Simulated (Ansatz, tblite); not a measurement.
Cost and result up the ladder for the cluster Pt3H4 (7 atoms). Total charge 0; singlet. Geometry: PBE0-D4/def2-TZVP.

```csv
atom,x (Å),y (Å),z (Å)
Pt1,0.6420,-0.0445,-0.9981
Pt2,-0.9899,0.9468,0.8287
Pt3,0.8676,-0.4406,1.6488
H4,0.7141,-1.4563,0.4870
H5,-0.2729,-0.9417,-1.8051
H6,-1.4796,1.3515,2.2422
H7,0.5187,0.5848,-2.4035
```

Ansatz on 4 threads of Arm Neoverse V1 on a shared host; xTB runs through tblite on one thread. Times are rough, summed over both states, and most runs start from the orbitals of an earlier one. ωB97M-V/def2-TZVP serves as the yardstick here, not as an exact answer. The other state is a triplet at its own geometry, which has other bonds, so the gap mixes isomer and spin.

In the def2 sets Pt takes a core potential; there is no spin–orbit coupling. The xTB rows come from tblite. B3LYP takes the VWN-RPA correlation. Correlated methods freeze no core orbitals; core or outer-core shells of Pt are correlated, in sets that lack core-valence functions. The structure comes from a short search, and lower isomers may exist.

Run but left out: r2SCAN-D4/def2-TZVP (singlet: restricted singlet, unstable towards broken spin symmetry); BHLYP-D4/def2-TZVP (singlet: restricted singlet, unstable in another Hartree–Fock run and untested here).

Correlated methods converge slowly with the basis.

xTB has no spin-polarisation term.

```tsv
level	functions	wall time
GFN2-xTB	31	0.009 s
GFN1-xTB	35	0.011 s
PBE-D4/def2-TZVP	144	6.1 s
revPBE-D4/def2-TZVP	144	6.2 s
RPA@PBE/def2-TZVP	144	12 s
B3LYP-D4/def2-TZVP	144	15 s
PBE0-D4/def2-TZVP	144	15 s
r2SCANh-D4/def2-TZVP	144	17 s
ωB97M-V/def2-TZVP	144	74 s
```

**Question.** Estimate what each level gives for the triplet − singlet (eV).

**Answer.** 
```tsv
level	triplet − singlet (eV)	difference from ωB97M-V/def2-TZVP (eV)	remarks
GFN2-xTB	0.44	-0.07	–
GFN1-xTB	0.62	0.11	–
PBE-D4/def2-TZVP	0.26	-0.25	–
revPBE-D4/def2-TZVP	0.27	-0.24	–
RPA@PBE/def2-TZVP	0.27	-0.24	test for broken spin undecided (singlet)
B3LYP-D4/def2-TZVP	0.33	-0.18	–
PBE0-D4/def2-TZVP	0.34	-0.17	–
r2SCANh-D4/def2-TZVP	0.18	-0.33	–
ωB97M-V/def2-TZVP	0.51	0.00	–
```
